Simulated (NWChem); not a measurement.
System: PbClF, singlet; SMILES [F][Pb][Cl]

Input file for NWChem:

```
start job
memory heap 200 mb stack 900 mb global 1100 mb
geometry units angstroms noautoz
  Pb    -0.257064     0.337888     0.000000
  F      1.648011     1.108400     0.000000
  Cl     0.327919    -2.073686     0.000000
end
basis spherical
  * library def2-svp
end
ecp
  Pb library def2-ecp
end
dft
  xc slater vwn_5
  iterations 150
  mulliken
end
task dft energy
```

Output (shortened):

```
             Northwest Computational Chemistry Package (NWChem) 7.3.0
             --------------------------------------------------------

 CS  symmetry detected

                             Geometry "geometry" -> ""
                             -------------------------

 Output coordinates in angstroms (scale by  1.889725989 to convert to a.u.)

  No.       Tag          Charge          X              Y              Z
 ---- ---------------- ---------- -------------- -------------- --------------
    1 Pb                  82.0000    -0.23481395     0.32749442     0.00000000
    2 F                    9.0000     1.70627965     1.00214628     0.00000000
    3 Cl                  17.0000     0.22930745    -2.11022698     0.00000000

 Effective nuclear repulsion energy (a.u.)     510.8102748164

      Symmetry information
      --------------------

 Group name             Cs
 Group number              2
 Group order               2
 No. of unique centers     3

                                 NWChem DFT Module
                                 -----------------

 Summary of "ao basis" -> "ao basis" (spherical)
 ------------------------------------------------------------------------------
       Tag                 Description            Shells   Functions and Types
 ---------------- ------------------------------  ------  ---------------------
 Pb                         def2-svp                10       26   4s4p2d
 F                          def2-svp                 6       14   3s2p1d
 Cl                         def2-svp                 8       18   4s3p1d

      Symmetry analysis of basis
      --------------------------

        a'         41
        a"         17

            General Information
            -------------------
          SCF calculation type: DFT
          Wavefunction type:  closed shell.
          No. of atoms     :     3
          No. of electrons :    48
           Alpha electrons :    24
            Beta electrons :    24
          Charge           :     0
          Spin multiplicity:     1
          Use of symmetry is: on ; symmetry adaption is: on
          Maximum number of iterations: 150
          AO basis - number of functions:    58
                     number of shells:    24
          Convergence on energy requested:  1.00D-06
          Convergence on density requested:  1.00D-05
          Convergence on gradient requested:  5.00D-04

              XC Information
              --------------
                        Slater Exchange Functional  1.000 local
                      VWN V Correlation Functional  1.000 local

             Grid Information
             ----------------
          Grid used for XC integration:  medium
          Radial quadrature: Mura-Knowles
          Angular quadrature: Lebedev.
          Tag              B.-S. Rad. Rad. Pts. Rad. Cut. Ang. Pts.
          ---              ---------- --------- --------- ---------
          Pb                  1.80      123           8.0       590
          F                   0.50       49           9.0       434
          Cl                  1.00       88           9.0       590
          Grid pruning is: on
          Number of quadrature shells:   260
          Spatial weights used:  Erf1

      Superposition of Atomic Density Guess
      -------------------------------------

 Sum of atomic energies:        -777.97612384

      Non-variational initial energy
      ------------------------------

 Total energy =    -750.262998
 1-e energy   =   -1417.803140
 2-e energy   =     513.297165
 HOMO         =      -0.356869
 LUMO         =      -0.044833

      Symmetry analysis of molecular orbitals - initial
      -------------------------------------------------

  Numbering of irreducible representations:

     1 a'          2 a"

  Orbital symmetries:

     1 a'          2 a'          3 a'          4 a'          5 a'
     6 a"          7 a'          8 a'          9 a'         10 a"
    11 a'         12 a'         13 a'         14 a'         15 a"
    16 a"         17 a'         18 a'         19 a'         20 a"
    21 a'         22 a"         23 a'         24 a'         25 a"
    26 a'         27 a'         28 a'         29 a'         30 a"
    31 a'         32 a"         33 a'         34 a"

     ---------------------------------------------
      Total Density - Mulliken Population Analysis
     ---------------------------------------------

    Atom       Charge   Shell Charges
 -----------   ------   -------------------------------------------------------
    1 Pb  22    20.52   2.99 -0.94  1.21  0.70  3.38  2.60  0.35  0.17  9.75  0.31
    2 F    9     9.81   1.99  1.16  0.81  3.59  2.25  0.00
    3 Cl  17    17.67   2.00  1.99  1.24  0.73  5.94  2.21  3.55  0.01

   convergence    iter        energy       DeltaE   RMS-Dens  Diis-err
 ---------------- ----- ----------------- --------- --------- ---------
 d= 0,ls=0.0,diis     1   -750.2479387351 -9.04D+02  6.68D-02  1.21D+00
 d= 0,ls=0.0,diis     2   -745.1607050374  5.09D+00  5.59D-02  3.92D+01
 d= 0,ls=0.0,diis     3   -750.0145140019 -4.85D+00  2.84D-02  2.13D+00
 d= 0,ls=0.0,diis     4   -750.3579007906 -3.43D-01  8.75D-03  3.02D-01
 d= 0,ls=0.0,diis     5   -750.4039045101 -4.60D-02  1.40D-03  2.35D-03
  Resetting Diis
 d= 0,ls=0.0,diis     6   -750.4041008668 -1.96D-04  5.25D-04  9.92D-04
 d= 0,ls=0.0,diis     7   -750.4042874361 -1.87D-04  4.04D-04  5.25D-05
 d= 0,ls=0.0,diis     8   -750.4042527922  3.46D-05  2.81D-04  2.40D-04
 d= 0,ls=0.0,diis     9   -750.4042971420 -4.43D-05  4.41D-05  6.96D-06
 d= 0,ls=0.0,diis    10   -750.4042977790 -6.37D-07  1.44D-05  2.57D-06
 d= 0,ls=0.0,diis    11   -750.4042980264 -2.47D-07  4.94D-06  6.19D-08

         Total DFT energy =     -750.404298026397
      One electron energy =    -1419.304240850817
           Coulomb energy =      567.039793667723
    Exchange-Corr. energy =      -52.382828248726
 Nuclear repulsion energy =      154.242977405422

 Numeric. integr. density =       48.000009189241

                  Occupations of the irreducible representations
                  ----------------------------------------------

                     irrep           alpha         beta
                     --------     --------     --------
                     a'               18.0         18.0
                     a"                6.0          6.0

                       DFT Final Molecular Orbital Analysis
                       ------------------------------------

 Vector   22  Occ=2.000000D+00  E=-2.684030D-01  Symmetry=a'
              MO Center=  5.1D-01, -6.3D-01,  2.4D-14, r^2= 4.1D+00
   Bfn.  Coefficient  Atom+Function         Bfn.  Coefficient  Atom+Function
  ----- ------------  ---------------      ----- ------------  ---------------
    52      0.457943  3 Cl py                49      0.331339  3 Cl py
    31     -0.305329  2 F  py                30      0.245386  2 F  px
     3     -0.241369  1 Pb s                 34      0.217708  2 F  py
    46      0.195314  3 Cl py                 4     -0.193267  1 Pb s
    33     -0.176466  2 F  px                 1      0.173623  1 Pb s

 Vector   23  Occ=2.000000D+00  E=-2.677643D-01  Symmetry=a"
              MO Center=  3.0D-01, -1.8D+00, -7.9D-15, r^2= 2.0D+00
   Bfn.  Coefficient  Atom+Function         Bfn.  Coefficient  Atom+Function
  ----- ------------  ---------------      ----- ------------  ---------------
    53      0.608459  3 Cl pz                50      0.443981  3 Cl pz
    47      0.262175  3 Cl pz                32      0.177021  2 F  pz
    35     -0.130675  2 F  pz                13      0.104538  1 Pb pz
    16      0.088971  1 Pb pz                18      0.074969  1 Pb d -1
    23     -0.050930  1 Pb d -1              10     -0.037255  1 Pb pz

 Vector   24  Occ=2.000000D+00  E=-2.570905D-01  Symmetry=a'
              MO Center=  3.2D-01, -1.6D+00, -1.9D-13, r^2= 2.5D+00
   Bfn.  Coefficient  Atom+Function         Bfn.  Coefficient  Atom+Function
  ----- ------------  ---------------      ----- ------------  ---------------
    51      0.601114  3 Cl px                48      0.439483  3 Cl px
    45      0.258740  3 Cl px                30     -0.204259  2 F  px
     3      0.167905  1 Pb s                 33      0.149358  2 F  px
     4      0.127498  1 Pb s                  1     -0.119852  1 Pb s
    17      0.084126  1 Pb d -2              11     -0.069855  1 Pb px

 Vector   25  Occ=0.000000D+00  E=-1.363711D-01  Symmetry=a"
              MO Center= -1.7D-01,  2.1D-01, -2.6D-13, r^2= 3.6D+00
   Bfn.  Coefficient  Atom+Function         Bfn.  Coefficient  Atom+Function
  ----- ------------  ---------------      ----- ------------  ---------------
    13      0.632228  1 Pb pz                16      0.485969  1 Pb pz
    53     -0.241945  3 Cl pz                10     -0.202181  1 Pb pz
     7     -0.195528  1 Pb pz                32      0.195187  2 F  pz
    35     -0.155728  2 F  pz                50     -0.155401  3 Cl pz
    47     -0.089663  3 Cl pz                25      0.046400  1 Pb d  1

 Vector   26  Occ=0.000000D+00  E=-5.560124D-02  Symmetry=a'
              MO Center= -2.3D-01,  2.2D-01,  2.8D-14, r^2= 4.5D+00
   Bfn.  Coefficient  Atom+Function         Bfn.  Coefficient  Atom+Function
  ----- ------------  ---------------      ----- ------------  ---------------
    15      0.669719  1 Pb py                12      0.519098  1 Pb py
    52      0.432552  3 Cl py                 3     -0.376702  1 Pb s
    44      0.308963  3 Cl s                 49      0.231716  3 Cl py
    14     -0.189590  1 Pb px                43      0.173313  3 Cl s
     9     -0.167546  1 Pb py                 1      0.163845  1 Pb s

 Vector   27  Occ=0.000000D+00  E=-5.396058D-02  Symmetry=a'
              MO Center= -2.8D-01,  2.8D-01,  3.4D-13, r^2= 4.2D+00
   Bfn.  Coefficient  Atom+Function         Bfn.  Coefficient  Atom+Function
  ----- ------------  ---------------      ----- ------------  ---------------
    14      0.663302  1 Pb px                11      0.457465  1 Pb px
     3      0.314952  1 Pb s                 29     -0.285811  2 F  s
    30     -0.247521  2 F  px                15      0.241864  1 Pb py
    33      0.201774  2 F  px                51     -0.195910  3 Cl px
     8     -0.156775  1 Pb px                 5     -0.150528  1 Pb px

     ---------------------------------------------
      Total Density - Mulliken Population Analysis
     ---------------------------------------------

    Atom       Charge   Shell Charges
 -----------   ------   -------------------------------------------------------
    1 Pb  22    21.33   3.01 -0.94  1.42  0.46  3.37  2.64  0.84  0.38  9.63  0.51
    2 F    9     9.38   1.99  1.11  0.86  3.29  2.14  0.00
    3 Cl  17    17.29   2.00  1.98  1.28  0.70  5.92  2.13  3.27  0.01

     -------------------------------------------
      Total Density - Lowdin Population Analysis
     -------------------------------------------

    Atom       Charge   Shell Charges
 -----------   ------   -------------------------------------------------------
    1 Pb  22    21.58   1.49  0.48  1.15  0.78  3.08  2.70  0.99  0.61  9.28  1.01
    2 F    9     9.30   1.98  1.03  0.84  3.19  2.27  0.00
    3 Cl  17    17.12   2.00  1.96  1.07  0.83  5.81  2.25  3.19  0.01

     Multipole analysis of the density
     ---------------------------------

     L   x y z        total         alpha         beta         nuclear
     -   - - -        -----         -----         ----         -------
     0   0 0 0     -0.000000    -24.000000    -24.000000     48.000000

     1   1 0 0     -1.355384    -13.989713    -13.989713     26.624041
     1   0 1 0      0.800708     18.966595     18.966595    -37.132483
     1   0 0 1      0.000000      0.000000      0.000000      0.000000

     2   2 0 0    -35.645764    -68.370282    -68.370282    101.094801
     2   1 1 0     -1.882289    -10.710733    -10.710733     19.539177
     2   1 0 1      0.000000      0.000000      0.000000      0.000000
     2   0 2 0    -36.504623   -173.772548   -173.772548    311.040473
     2   0 1 1     -0.000000     -0.000000     -0.000000      0.000000
     2   0 0 2    -30.455078    -15.227539    -15.227539      0.000000
```

Level: LDA (Slater exchange, VWN5)/def2-SVP with def2 effective core potentials on Pb. Low-valent species are run as closed-shell singlets; no triplet was tried in these runs. Structure relaxed at the PBE0/def2-SVP level. def2 effective core potentials on Pb; no spin-orbit coupling.
